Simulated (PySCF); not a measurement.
Static response to an electric field

Compound: C5H10GaNO2.
SMILES with atom numbers: `[CH3:1][N:2]([CH3:3])[Ga@H-:4]1[O:5][CH:6]=[CH:7][CH:8]=[O+:9]1` (hydrogens: H10, H11, H12 on C1; H13, H14, H15 on C3; H16 on Ga4; H17 on C6; H18 on C7; H19 on C8)

Structure used (PBE0-D3(BJ)/def2-SVP), in Å, numbered top down from 1:
```xyz
19
C5H10GaNO2 angstrom
C     -1.2162   -1.1036   -0.7005
N     -1.4285   -0.0292    0.2260
C     -2.7980    0.1450    0.6151
Ga    -0.0557    1.0038    0.8600
O      1.3728   -0.2340    1.4047
C      2.3837   -0.5550    0.7184
C      2.7639   -0.0140   -0.5136
C      2.0518    1.0209   -1.1264
O      0.9940    1.5650   -0.7006
H     -0.1522   -1.1950   -0.9710
H     -1.5308   -2.0856   -0.2882
H     -1.7792   -0.9618   -1.6472
H     -2.9047    0.9828    1.3224
H     -3.2154   -0.7567    1.1111
H     -3.4579    0.3633   -0.2510
H     -0.1973    2.1677    1.8759
H      3.0262   -1.3419    1.1556
H      3.6679   -0.3872   -0.9944
H      2.4425    1.4220   -2.0799
```

Level: PBE0/def2-SVPD (PySCF), static field, nuclei fixed, core orbitals frozen in the response. The polarisability tensor in these axes (au):

```
x   119.78  -3.59  -6.84
y    -3.59  95.43  -2.38
z    -6.84  -2.38  97.90
```

What are the eigenvalues, a third of the trace, and Δα (Δα² = ½Σ(αi − αj)² over the three pairs)?

Principal values 92.25, 98.82 and 122.05 au; mean 104.37 au = 15.47 Å³ = 17.21 × 10⁻⁴⁰ C²·m²/J; Δα = 27.12 au (26 % of the mean).

What is the dipole moment, and where does it point?

(2.34, -0.91, -1.20) D, 2.78 D in size, pointing from the negative to the positive side. Measured along this direction, the outermost atoms are H13 at the negative end and H18 at the positive end.

Form Σ f/ω² (atomic units) for the 10 lowest TDDFT singlets, given as eV and f, and set it beside the mean polarisability, which is this sum over all singlets: 2.71, 0.0168; 4.40, 0.0022; 4.64, 0.1029; 5.24, 0.0006; 5.61, 0.0001; 5.66, 0.0112; 5.71, 0.0783; 5.75, 0.0166; 5.95, 0.0478; 6.12, 0.0143.

They add up to 9.02 au, 8.6 % of the 104.37 au; the largest single term is 3.54 au, from the state at 4.64 eV. Terms in order: 1.69, 0.08, 3.54, 0.02, 0.00, 0.26, 1.78, 0.37, 1.00, 0.28 au. Higher excitations give the rest. The strengths listed sum to 0.291.

Find the Langevin capture rate constant for NO+ (29.998 u) meeting this molecule (184.997 u), k = 2.342 × 10⁻⁹ cm³/s × √(α in Å³ / reduced mass in u).

The reduced mass is 25.81 u, so k = 1.81 × 10⁻⁹ cm³/s. The formula leaves out the permanent dipole, which adds to the capture rate.

Orientational against electronic polarisability at 500 K (dilute gas, rigid molecules)?

In Gaussian units μ²/3kT = 37.28 Å³ against 15.47 Å³, a ratio of 2.41; the Debye molar polarisation (4π/3)N_A(α + μ²/3kT) is 133.0 cm³/mol, leaving out the vibrational part.

Give the eigenvalues of the traceless quadrupole moment Θ = ½Σq(3rr − r²1), origin at the centre of nuclear charge.

-7.04, -3.16, 10.20 D·Å. The values depend on the origin, since the dipole doesn't vanish. The electronic extent ⟨r²⟩ about the same centre is 1559 bohr², a root-mean-square distance of 2.16 Å for the 94 electrons.

Isolated species at its PBE0-D3(BJ)/def2-SVP geometry (one conformer only). The calculation is non-relativistic, for gallium too.
